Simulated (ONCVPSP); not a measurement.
helium (He): one change to an ONCV potential, before and after

| Property | Result |
| --- | --- |
| Element | helium |
| Generator | ONCVPSP 4.0.1 |
| Type | optimised norm-conserving Vanderbilt (ONCV) |
| Functional | LDA (Perdew-Wang 92) |
| Relativity | scalar-relativistic |
| Frozen core | none |
| Valence charge | 2 |
| Reference configuration | 1s1.5 (charge +0.5) |
| Partial waves | 1s: rc 0.60 bohr, ncon 4, nbas 7, qcut 8.9 1/bohr, 2 projectors, debl 3 Ha; p scattering state at 0.47 Ha: rc 0.65 bohr, ncon 4, nbas 7, qcut 13.5 1/bohr, 2 projectors, debl 2.8 Ha |
| Local potential | polynomial inside 0.55 bohr (lpopt 5, dvloc0 0 Ha) |
| Core correction | none |

Change: s: rc 0.86.

Cutoffs: the cutoffs (Ha) at which the residual kinetic energy of the hardest occupied pseudo-wave falls to 1 and 0.1 mHa per electron; they do not see the model core or the augmentation charge, which bear on the density cutoff. Errors are all-electron minus pseudo energies relative to the spin-unpolarised reference configuration.

**Question.** Predict the effect on cutoff, ghosts and configuration errors.

**Answer.** The potential gets softer (229 Ha and 322 Ha → 40 Ha and 139 Ha); neither file shows a bound ghost. A larger radius leaves more room for a smooth pseudo-wave, so fewer plane waves are needed.

```tsv
quantity	base	changed
cutoff, loose	229 Ha	40 Ha
cutoff, tight	322 Ha	139 Ha
bound ghosts	none	none
GHOST(+) flags under 300 eV	none	none
error for 1s2, meV [ΔE -10.38 eV]	+2.7	+8.1
error for 1s1, meV [ΔE 16.11 eV]	+4.8	+16
p: phases at 0.66 bohr within 0.05 rad from the reference energy up to (Ha; the scan ends near 5)	to the end of the scan	to the end of the scan
```
